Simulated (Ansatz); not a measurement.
Consider the substitution at a C–N bond: `C=C(N)NC` + `[NH2][Al]([F])[SH]` → `C[S][Al]([NH2])[F]` + `C=C(N)N`.

Isolated molecules relaxed with PBE0-D4/def2-TZVP in Ansatz; ΔE leaves out vibrations. CCSD(T)/CBS adds triple-zeta CCSD(T) − MP2 to the extrapolated MP2 energy (def2 sets, frozen cores). Functionals use def2-TZVPP. B3LYP here is the variant with VWN-RPA as its local correlation; programs differ in this. One conformer a species, not always the lowest.

`C=C(N)NC`:

Cartesian coordinates in Å:
```
C -1.295 -0.112 -1.370
C -0.538 0.232 -0.318
N -1.051 0.684 0.892
N 0.853 0.172 -0.326
C 1.529 -0.536 0.746
H -2.356 0.100 -1.390
H -0.861 -0.607 -2.229
H -2.049 0.814 0.878
H -0.571 1.498 1.251
H 1.187 -0.104 -1.237
H 2.606 -0.429 0.614
H 1.281 -1.606 0.779
H 1.264 -0.105 1.710
```

`[NH2][Al]([F])[SH]`:

Cartesian coordinates in Å:
```
N -0.606 -0.414 1.267
Al -0.052 0.291 -0.238
F -0.744 1.685 -0.782
S 1.528 -0.622 -1.416
H -1.333 -0.025 1.844
H -0.243 -1.260 1.673
H 1.451 0.345 -2.348
```

`C[S][Al]([NH2])[F]`:

Cartesian coordinates in Å:
```
C -0.718 -2.019 -0.354
S -0.624 -0.401 -1.197
Al 0.347 0.800 0.315
N 0.747 2.491 0.074
F 0.721 0.089 1.759
H -0.356 -1.964 0.670
H -1.758 -2.342 -0.351
H -0.118 -2.738 -0.910
H 0.561 3.011 -0.766
H 1.196 3.073 0.762
```

`C=C(N)N`:

```xyz
10

C     0.043   -1.208    0.586
C     0.000   -0.003    0.001
N     1.098    0.632   -0.570
N    -1.148    0.774   -0.112
H     0.986   -1.699    0.780
H    -0.865   -1.718    0.877
H     1.172    1.606   -0.310
H     1.965    0.140   -0.427
H    -1.271    1.167   -1.035
H    -1.981    0.308    0.209
```

(1) Is it downhill or uphill in electronic energy at CCSD(T)/CBS, and by how much? (An estimate is asked.)

(2) What do these levels give: B3LYP-D4, MP2/def2-TZVPP, CCSD(T)/def2-TZVPP, HF/def2-QZVPP, SCS-MP2/def2-QZVPP, MP2/CBS(def2)? (An estimate is asked.)

Largest T1 diagnostic among the species: 0.011.

Answers

(1) Computed: Downhill: ΔE = -3.2 kcal/mol.

(2) The calculation gave: B3LYP-D4 -3.0, MP2/def2-TZVPP -2.7, CCSD(T)/def2-TZVPP -2.1, HF/def2-QZVPP -2.5, SCS-MP2/def2-QZVPP -3.0, MP2/CBS(def2) -3.7 kcal/mol.
